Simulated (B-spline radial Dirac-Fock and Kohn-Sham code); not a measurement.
Photoabsorption cross section of Ni¹⁶⁺ by shell

System: the Ni¹⁶⁺ ion, configuration [Ne] 3s2.

Level of theory: the independent-particle Dirac-Slater model, thresholds from Dirac-Fock; a radial atomic solver.

Computed thresholds (eV): K 8942.2, L1 1592.8, L2 1454.8, L3 1437.2, M1 566.8.

| photon energy (eV) | total (b) | K (%) | L (%) | M (%) |
| --- | --- | --- | --- | --- |
| 1840 | 243700 | – | 94.7 | 5.3 |
| 2984.4 | 68810 | – | 93.3 | 6.7 |
| 4000 | 31530 | – | 92.1 | 7.9 |
| 6960 | 6933 | – | 89.9 | 10.1 |
| 11300 | 14860 | 87.9 | 10.6 | 1.5 |
| 15000 | 6921 | 88.4 | 10.1 | 1.5 |
| 80000 | 52.18 | 89.1 | 9.1 | 1.8 |
| 151000 | 7.470 | 89.1 | 9.0 | 1.9 |

**Question.** With what power of the photon energy does the total fall between 80000 and 151000 eV?

**Answer.** As E^-3.06. The non-relativistic Born limit for an s electron far above threshold is E^-3.5; near threshold and at relativistic energies the fall is slower.
